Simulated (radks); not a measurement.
Neutral cadmium inside a hard spherical wall (all orbitals vanish at R), configuration held at [Kr] 4d10 5s2 and not refilled when levels cross. All-electron calculation, scalar-relativistic Kohn-Sham, LDA (Slater exchange, Perdew-Wang correlation), spin-polarised, spherical densities, finite nucleus; Fermi nuclear charge, rms radius 4.6087 fm. Program: a radial shooting solver on a logarithmic mesh with Libxc functionals. Eigenvalues in eV for spin up, with the zero of energy where the potential of the charges vanishes at infinity; a dash marks a level that is unbound or too diffuse for the functional's potential to be trusted. A positive occupied level is held by the wall or, in an anion where self-interaction has pushed it up, behind a barrier. The pressure on the wall is -dE/dV.

[
 {"R (bohr)": "free", "E (hartree)": "-5589.48565", "kinetic (hartree)": "5814.441", "e(4s)": "-105.84", "e(4p)": "-66.990", "e(4d)": "-11.899", "e(5s)": "-5.955", "e(5p, empty)": "-1.326", "e(6s, empty)": "-0.016", "pressure (GPa)": "0"},
 {"R (bohr)": "12", "E (hartree)": "-5589.48564", "kinetic (hartree)": "5814.441", "e(4s)": "-105.84", "e(4p)": "-66.988", "e(4d)": "-11.898", "e(5s)": "-5.954", "e(5p, empty)": "-1.302", "e(6s, empty)": "0.822", "pressure (GPa)": "0.000233"},
 {"R (bohr)": "10", "E (hartree)": "-5589.48550", "kinetic (hartree)": "5814.442", "e(4s)": "-105.83", "e(4p)": "-66.976", "e(4d)": "-11.885", "e(5s)": "-5.943", "e(5p, empty)": "-1.232", "e(6s, empty)": "1.640", "pressure (GPa)": "0.00447"},
 {"R (bohr)": "6", "E (hartree)": "-5589.46236", "kinetic (hartree)": "5814.596", "e(4s)": "-105.08", "e(4p)": "-66.231", "e(4d)": "-11.166", "e(5s)": "-5.156", "e(5p, empty)": "0.488", "e(6s, empty)": "10.609", "pressure (GPa)": "1.90"},
 {"R (bohr)": "5", "E (hartree)": "-5589.40227", "kinetic (hartree)": "5814.910", "e(4s)": "-103.98", "e(4p)": "-65.141", "e(4d)": "-10.129", "e(5s)": "-3.781", "e(5p, empty)": "2.774", "e(6s, empty)": "19.685", "pressure (GPa)": "10.2"},
 {"R (bohr)": "4", "E (hartree)": "-5589.15912", "kinetic (hartree)": "5816.021", "e(4s)": "-101.11", "e(4p)": "-62.320", "e(4d)": "-7.466", "e(5s)": "0.354", "e(5p, empty)": "8.810", "e(6s, empty)": "40.602", "pressure (GPa)": "69.0"},
 {"R (bohr)": "2", "E (hartree)": "-5577.56011", "kinetic (hartree)": "5859.767", "e(4s)": "-57.572", "e(4p)": "-19.373", "e(4d)": "39.040", "e(5s)": "102.38", "e(5p, empty)": "128.74", "e(6s, empty)": "334.45", "pressure (GPa)": "16700"},
 {"R (bohr)": "1.5", "E (hartree)": "-5544.77377", "kinetic (hartree)": "5967.195", "e(4s)": "6.667", "e(4p)": "49.354", "e(4d)": "118.24", "e(5s)": "301.32", "e(5p, empty)": "339.20", "e(6s, empty)": "762.53", "pressure (GPa)": "136000"}
]
